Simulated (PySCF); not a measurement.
Input of a run (PBE0-D3(BJ)/def2-SVP geometry optimisation, gas phase (PySCF 2.14.0)), started from GFN2-xTB:
```
{"job": {"xc": "PBE0", "basis": "def2-SVP", "d3": "d3bj", "grid": 1, "shake": 0.01, "kind": "geom"}, "charge": 0, "multiplicity": 1}
Si    -1.260670     0.480850     0.262440
C     -0.039280    -0.773380    -0.434450
P      1.248190    -1.190370     0.810680
P      2.781300     0.184840     0.579450
H     -1.826700     0.002340     1.510630
H     -0.582740     1.780230     0.465840
H     -2.323630     0.665370    -0.746750
H     -0.545690    -1.689500    -0.668320
H      0.413850    -0.395600    -1.335890
H      2.185800     0.914300    -0.464690
```

Output (energies in Eh, forces in Eh/bohr):
```
step   0  E = -1013.12462684  max force = 0.017073
step   1  E = -1013.12805845  max force = 0.003737
step   2  E = -1013.12815542  max force = 0.002080
step   3  E = -1013.12823576  max force = 0.001489
step   4  E = -1013.12825878  max force = 0.000424
step   5  E = -1013.12826299  max force = 0.000177
optimisation converged
```

Task: Summarise the run.

Result: The energy falls by 9.5 kJ/mol over 6 energy and gradient evaluations, the largest force component goes from 0.0171 to 1.8e-04 Eh/bohr, and the atoms move by 0.089 Å rms after alignment. Among the bonds, P3=P4 and Si1–H5 change most and about equally (-0.041 to +0.042 Å). Bonds longer at the end by more than 0.005 Å: 8 of 9; shorter: 1. Among the angles that change most is C2–Si1–H7, from 107.3° to 109.7°. The energy never rose by more than 1e-6 Eh on the way. The first step brought 94 % of the lowering.

Task: What are the final bond lengths?

Result: Si1–C2 1.895 Å, C2–P3 1.851 Å, P3=P4 2.032 Å, Si1–H5 1.493 Å, Si1–H6 1.493 Å, Si1–H7 1.495 Å, C2–H8 1.104 Å, C2–H9 1.102 Å, P4–H10 1.438 Å. Numbering counts from 1 in the input's order; the species is `[H]/P=P\C[SiH3]`.

The run used 98 basis functions and 43 SCF cycles in all. Hardware: Intel Xeon Platinum 8488C, one thread, on a shared host. Cost: 20 s wall, 0.42 GiB resident at most.

PBE0-D3(BJ)/def2-SVP frequencies: not computed here. The numbers are those of one conformer.

The values belong to the conformer `[H]/[P:4]=[P:3]\[CH2:2][SiH3:1]`: Si1–C2–P3–P4 -81°.
